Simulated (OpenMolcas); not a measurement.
# Pt6+: moving or changing the point charges

Pt6+ among 6 point charges of -1.7 e arranged as an octahedron (Oh), 1.85 Å from the ion.
```
   1.8500    0.0000    0.0000  -1.70
   0.0000    1.8500    0.0000  -1.70
  -1.8500    0.0000    0.0000  -1.70
   0.0000   -1.8500    0.0000  -1.70
   0.0000    0.0000    1.8500  -1.70
   0.0000    0.0000   -1.8500  -1.70
```

| Quantity | Value |
| --- | --- |
| Program | OpenMolcas |
| Method | CASSCF |
| Basis | ANO-RCC-VDZP [7s6p4d2f] |
| Scalar Hamiltonian | DKH2, point nucleus |
| Active space | 4 electrons in 5 orbitals (5d) |
| State averaging | 2S+1 = 5 even, 5 roots; 2S+1 = 3 even, 45 roots; 2S+1 = 1 even, 50 roots |
| Spin-orbit coupling | state interaction with AMFI integrals over the reference wave functions |

Runs around this geometry, states (labels of O, the rotations of Oh). Energies in cm-1 above the lowest state or level, χT in cm3 K/mol; 10Dq and B are least-squares fits to the states below 45000 cm-1, weighted by degeneracy, with a free offset, and given where the rms deviation is under 5 % of |10Dq| (or 100 cm-1) and under 700 cm-1.

```json
{"R (Å)": "1.85", "q (e)": "-1.36", "Ground state": "5E", "First state of that spin": "5T2 6189", "10Dq": "6399", "B (rms of fit)": "1003 (59)", "First gap with spin-orbit (degeneracies)": "7548 (1, 3)", "χT at 300 K": "0.035", "First state of another spin": "3T1 17273"}
{"R (Å)": "1.67", "q (e)": "-1.7", "Ground state": "5E", "First state of that spin": "5T2 12695", "10Dq": "13062", "B (rms of fit)": "999 (153)", "First gap with spin-orbit (degeneracies)": "7704 (1, 3)", "χT at 300 K": "0.048", "First state of another spin": "3T1 11310"}
{"R (Å)": "1.85", "q (e)": "-1.7", "Ground state": "5E", "First state of that spin": "5T2 7725", "10Dq": "7965", "B (rms of fit)": "1006 (74)", "First gap with spin-orbit (degeneracies)": "7576 (1, 3)", "χT at 300 K": "0.038", "First state of another spin": "3T1 15930"}
```

Taking |10Dq| as R^-n, n = -ln(7965 / 13062) / ln(1.85 / 1.67) = 4.8 between the shortest and longest distance. The point-charge formula for a cubic d site gives n = 5.

Scaling the charges by -1.36 / -1.7 = 0.80 scales |10Dq| by 6399 / 7965 = 0.80; with fixed orbitals a first-order splitting would follow the charge.

Without dynamic correlation the repulsion within the d shell is too large (B by tens of per cent), so at a given field states of lower spin stand too high. Point charges give a weaker field than real ligands, and real ions of this kind are as a rule low spin; the high spin found here belongs to the model. Spin-orbit coupling mixes the spin-free states strongly: the lowest level takes only 33 % from its leading state, 5E (figures for R = 1.85, q = -1.36; the like holds for R = 1.67, q = -1.7, R = 1.85, q = -1.7). This field is weak: 10Dq is about 6399 cm-1, while octahedral complexes of 5d ions of charge 3 and more, computed by the same method with explicit ligands, had a median near 35000 cm-1. Ground spin and moment need not be those of a real site (figures for R = 1.85, q = -1.36; the like holds for R = 1.67, q = -1.7, R = 1.85, q = -1.7). This shell can be high or low spin here, a state of another spin lies low, and with metal d orbitals alone active their balance is uncertain, so the ground spin may be wrong (holds for R = 1.67, q = -1.7). This is an electrostatic model: the charges have no orbitals. No measured value stands beside these numbers.
